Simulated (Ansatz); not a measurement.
The cluster Ga4O9H6. Total charge 0; singlet. Geometry r2SCAN-D4/def2-SVP; atoms count from 1.

```xyz
19

Ga    1.423    0.058    0.907
Ga   -1.355   -0.704   -0.314
Ga    0.908   -2.170   -1.315
Ga   -1.378    1.692    0.726
O    -0.880   -2.526   -0.386
O     1.122    1.506   -0.540
O     0.088    2.480   -0.193
O     1.912   -1.366   -0.098
O    -0.155   -0.601   -1.888
O    -0.413    0.019    1.151
O    -2.517    0.632   -0.341
O     2.429    0.700    2.219
O    -2.047    2.821    1.926
H     0.755    1.035   -1.323
H     3.370    0.542    2.072
H    -0.595   -0.536   -2.749
H     1.214   -3.245   -2.367
H    -2.993    2.675    2.059
H    -0.888   -3.009    0.455
```

The structure holds one bond between oxygen atoms, so isomers without such links may lie far lower. The structure comes from a short search, and lower isomers may exist.

Q: Estimate the Mulliken populations from the PBE0/def2-SVP orbitals of Ansatz.

A: 
| atom | charge (e) |
| --- | --- |
| Ga1 | 0.87 |
| Ga2 | 0.86 |
| Ga3 | 0.75 |
| Ga4 | 0.87 |
| O5 | -0.47 |
| O6 | -0.19 |
| O7 | -0.37 |
| O8 | -0.66 |
| O9 | -0.55 |
| O10 | -0.73 |
| O11 | -0.58 |
| O12 | -0.43 |
| O13 | -0.43 |
| H14 | 0.23 |
| H15 | 0.20 |
| H16 | 0.24 |
| H17 | -0.04 |
| H18 | 0.19 |
| H19 | 0.23 |
Mulliken values and Mayer orders depend strongly on the basis.

Q: And the Mayer bond orders between bonded heavy atoms (over 0.3)?

A: Ga1–O6 0.37 (2.07 Å); Ga1–O8 0.92 (1.81 Å); Ga1–O10 0.67 (1.85 Å); Ga1–O12 1.17 (1.77 Å); Ga2–O5 0.69 (1.88 Å); Ga2–O9 0.49 (1.98 Å); Ga2–O10 0.66 (1.89 Å); Ga2–O11 1.21 (1.77 Å); Ga3–O5 0.44 (2.05 Å); Ga3–O8 1.05 (1.77 Å); Ga3–O9 0.48 (1.98 Å); Ga4–O7 0.68 (1.90 Å); Ga4–O10 0.50 (1.98 Å); Ga4–O11 0.79 (1.89 Å); Ga4–O13 1.18 (1.78 Å); O6–O7 0.90 (1.46 Å).
